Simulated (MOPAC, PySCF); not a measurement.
C5H9B, SMILES `B/C(C)=C\C=C`, neutral singlet in the gas phase. 

Cartesian coordinates (Å):
SMILES: B/C(C)=C\C=C
```xyz
15

B     -1.1279     1.5761    -0.1939
C     -0.8516     0.0977     0.1080
C     -2.0074    -0.7890     0.4949
C      0.3864    -0.4354     0.0411
C      1.6251     0.2316    -0.3063
C      2.7904    -0.4063    -0.3358
H     -2.2428     1.9948    -0.1134
H     -0.2681     2.3353    -0.5100
H     -2.5016    -0.4145     1.3936
H     -1.6941    -1.8168     0.6835
H     -2.7663    -0.8042    -0.2899
H      0.5044    -1.4942     0.2709
H      1.5830     1.2850    -0.5473
H      3.7088     0.1011    -0.5965
H      2.8615    -1.4613    -0.0989
```
Charge 0, multiplicity 1.

All levels are single points at this geometry (CAM-B3LYP-D3(BJ)/def2-TZVP); Pople sets use spherical d functions. Orbital energies aren't observables, and empty levels follow the basis.

```
level                                HOMO (eV)  LUMO (eV)  gap (eV)  dipole (D)  vertical IE, Delta-SCF (eV)
-----------------------------------  ---------  ---------  --------  ----------  ---------------------------
CAM-B3LYP-D3(BJ)/def2-TZVP in PySCF      -8.11      -1.10      7.01        1.28                         8.80
TPSSh-D3(BJ)/def2-TZVP in PySCF          -6.38      -2.54      3.84        1.42                         8.67
B3LYP/3-21G in PySCF                     -6.55      -2.06      4.49        1.57                            –
B3LYP/6-311+G** in PySCF                 -6.76      -2.38      4.38        1.35                            –
BP86/6-31G* in PySCF                     -5.86      -2.82      3.04        1.55                            –
M06-2X/6-31G* in PySCF                   -7.77      -0.98      6.79        1.24                            –
PBE/6-31G* in PySCF                      -5.77      -2.74      3.03        1.55                         8.58
SVWN5/6-31G* in PySCF                    -5.93      -2.97      2.96        1.57                         8.79
HF/3-21G in PySCF                        -8.75       1.70     10.45        1.39                            –
HF/STO-3G in PySCF                       -7.13       4.84     11.97        1.08                            –
PM3 in MOPAC                             -9.60      -0.85      8.75        1.79                            –
PM6 in MOPAC                             -9.34      -0.78      8.56        0.81                            –
PM7 in MOPAC                             -9.37      -1.01      8.37        0.68                            –
```
